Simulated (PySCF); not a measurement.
State search for Cs2

Unrestricted PBE0; PySCF, spin-free X2C with a Gaussian nucleus, basis sets Cs x2c-TZVPall. Outer shells of the fragments: Cs 6s1; Cs 6s1.

Followed along the bond (rough minima from three points):

```tsv
2Ms+1	unpaired	⟨S²⟩ at the start	R at minimum (Å)	Te (eV)
1	none	0.00	4.75	0.00
3	σ ↑, π ↑	2.00	4.51	0.86
1	σ ↑, π ↓	1.00	4.71	1.14
3	σ ↑, δ ↑	2.00	4.66	1.62
3	σ ↑↑	2.00	none in the scan	≤ 0.39
```

Solutions found at the starting distance of 4.410 Å, counted from the lowest of them; the search is not exhaustive and high or unbound solutions are not listed, so other states can lie among these:

| 2Ms+1 | unpaired | term | E (eV) | ⟨S²⟩ | ⟨Lz²⟩ |
| --- | --- | --- | --- | --- | --- |
| 1 | none | ¹Σ⁺ | 0.00 | 0.00 | 0.00 |
| 3 | σ ↑↑ | ³Σ⁺ | 0.58 | 2.00 | 0.00 |
| 3 | σ ↑, π ↑ | ³Π | 0.84 | 2.00 | 1.01 |
| 1 | σ ↑, π ↓ | mixed | 1.13 | 1.00 | 1.01 |
| 3 | σ ↑, δ ↑ | ³Δ | 1.60 | 2.00 | 4.00 |
| 1 | σ ↑, δ ↓ | mixed | 1.70 | 1.00 | 4.00 |

A term symbol is given only where ⟨S²⟩ and ⟨Lz²⟩ are close to those of a pure state; real π, δ and φ orbitals otherwise mix terms, and g/u labels are left off.

Spin–orbit coupling is left out. Counting both spins, an empty level lies below a filled one in some of these solutions, because spin and occupation are held.
